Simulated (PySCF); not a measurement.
# How methods differ on the ionisation energy of Ir(58+)

Ir(58+) [Ar] 3d1 [3d3/2^1, M_J = 3/2] → Ir(59+) [Ar], as a difference of total energies. Computed with PySCF 2.14 in an uncontracted even-tempered set (15 s from 18 bohr⁻², ratio 2.8; 12 p from 23 bohr⁻², ratio 2.8; 8 d from 23 bohr⁻², ratio 2.8; 3 f from 70 bohr⁻², ratio 3), with the two-component X2C-1e Hamiltonian. Correlated levels: [Ne] frozen; the 72 highest virtual spinors dropped. "Screened" scales the spin-orbit matrix elements by Boettger's factors to mimic the two-electron term; Breit and QED terms are absent.

| method | ionisation energy (eV) |
| --- | --- |
| GHF (spin-free) | 5858.1 |
| GMP2 (spin-free) | 5857.6 |
| GHF (screened spin-orbit) | 5913.8 |
| GMP2 (screened spin-orbit) | 5913.4 |

Breit and QED terms and the two-electron picture change are absent.

The spin-free rows lack the spin-orbit shift.

For comparison: 5910 ± 6 eV (theoretical estimate listed by NIST; NIST Atomic Spectra Database, ionization energies).
